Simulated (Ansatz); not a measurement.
Species: SiHCl₃, charge 0, singlet. SiHCl3 (trichlorosilane, SMILES Cl[SiH](Cl)Cl).
B3LYP-D3(BJ)/def2-TZVP minimum from Ansatz (a first-principles code):
```
Si
H 1 1.4634
Cl 1 2.0409 2 109.41
Cl 1 2.0409 2 109.41 3 -120.00
Cl 1 2.0409 2 109.41 3 120.00
```

Total energies in cc-pV(D+d)Z, 26 correlated electrons, 20 frozen orbitals. Open shells are spin-unrestricted; no spin-orbit coupling. Cores are frozen in correlated methods. No relativity.

| method | program | energy (Eh) | minus CCSDT(Q) (mEh) |
|---|---|---|---|
| HF | Ansatz | -1668.19228 | 564.44 |
| MP2 | Ansatz | -1668.69520 | 61.53 |
| CCSD | Ansatz | -1668.74102 | 15.70 |
| CCSD(T) | Ansatz | -1668.75454 | 2.19 |
| CCSDT(Q) | Ansatz | -1668.75672 | 0.00 |

Rough core times of Ansatz's runs on a shared machine: CCSD(T) under 20 s, CCSDT(Q) 10 min.
